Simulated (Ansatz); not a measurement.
Program: Ansatz. Geometries: PBE0-D4/def2-TZVP. ΔE: electronic, gas phase. CCSD(T)/CBS adds triple-zeta CCSD(T) − MP2 to the extrapolated MP2 energy (def2 sets, frozen cores). Functionals use def2-TZVPP. Elements past krypton have def2 core potentials. For In, Se outer-core shells are correlated without core-valence functions, which leaves a few kJ/mol of doubt a bond. Scalar relativity is left out up to krypton. One conformer a species, not always the lowest.

Consider the redistribution: `[CH3][In]([F])[SH]` + `O[SiH2][SiH2][SeH]` → `[CH3][In]([SH])[SiH2]O` + `F[SiH2][SeH]`.

Task: Is it downhill or uphill in electronic energy at CCSD(T)/CBS, and by how much? (An estimate is asked.)

Result: The calculation gave: Downhill: ΔE = -19.7 kcal/mol.

Task: What do these levels give: r2SCAN-D4, PBE0-D4, ωB97X-V, r2SCAN, SCS-MP2/def2-TZVPP, HF/CBS(def2)? (Best estimate.)

Result: The calculation gave: r2SCAN-D4 -18.7, PBE0-D4 -18.2, ωB97X-V -18.3, r2SCAN -18.7, SCS-MP2/def2-TZVPP -21.6, HF/CBS(def2) -22.5 kcal/mol.

Largest T1 diagnostic among the species: 0.014.

From PBE to PBE0 (25 % exact exchange), in def2-TZVPP and without D4, ΔE moves by −1.8 kcal/mol. The D4 term adds +0.7 kcal/mol with B3LYP and +0.4 kcal/mol with PBE0; it sums over pairs of atoms, weighted by their polarisabilities, and B3LYP, whose exchange is more repulsive, gets the larger term.

B3LYP here is the variant with VWN-RPA as its local correlation; programs differ in this.
